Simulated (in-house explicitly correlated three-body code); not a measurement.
The numbers below are computed, except where a source is named.
Taking the two-electron ground state apart, Z = 2.04

A variational code in 260 exponentially correlated functions gives, for two electrons around a point charge Z = 2.04 (non-relativistic, fixed nucleus, atomic units): E = -3.0403888, <1/r> = 1.728295 per electron, <1/r12> = 0.970666. From its density, U = 2.099351 (Hartree energy) and T_s = 3.003563 (kinetic energy of the doubly filled orbital √(n/2)). Further, <r²> = 1.13474 per electron, <r12²> = 2.39073 and <p1·p2> = 0.164207.

Task: Check the virial theorem, and compare with the screened hydrogenic estimate.

Result: V = −2Z<1/r> + <1/r12> = -7.051444 + 0.970666 = -6.080778, and 2E = -6.080778, so T = −E = 3.040389. A product of 1s orbitals with exponent Z − 5/16 = 1.7275 gives −1.7275² = -2.98426, which is 56.1 millihartree too high.

Task: Find the exchange and correlation energies of density-functional theory.

Result: For two electrons in one orbital E_x = −U/2 = -1.049675. The potential part of correlation is U_c = <1/r12> − U − E_x = -0.079009, the kinetic part T_c = T − T_s = 0.036826, and E_c = T_c + U_c = -0.042184 hartree. Restricted Hartree-Fock gives -2.998263, so the correlation energy of wave-function theory is -0.042126.

Task: What do the second moments say about angular correlation and diamagnetism?

Result: From r12² = r1² + r2² − 2 r1·r2, <r1·r2> = <r²> − <r12²>/2 = -0.06062 bohr². It vanishes for a product of s orbitals, and its negative sign shows that the electrons favour opposite sides of the nucleus. The Langevin susceptibility is −0.79199e-6 × 2<r²> = -1.797e-6 cm³/mol.

Task: How does a model nuclear mass of 4.1 u change the ionisation energy, to first order in m/M (1 hartree = 27.211386 eV)?

Result: m/M = 1/(4.1 × 1822.8885) = 1.33800e-04. With a fixed nucleus the second electron is bound by −Z²/2 − E = 0.959589 hartree = 26.1117 eV. The reduced mass scales this by 1 − m/M, a change of -3.494 meV. The mass-polarisation term raises the two-electron state by (m/M)<p1·p2> = 21.97 microhartree, a further -0.598 meV. The sum is 26.1076 eV, before relativistic and QED terms.
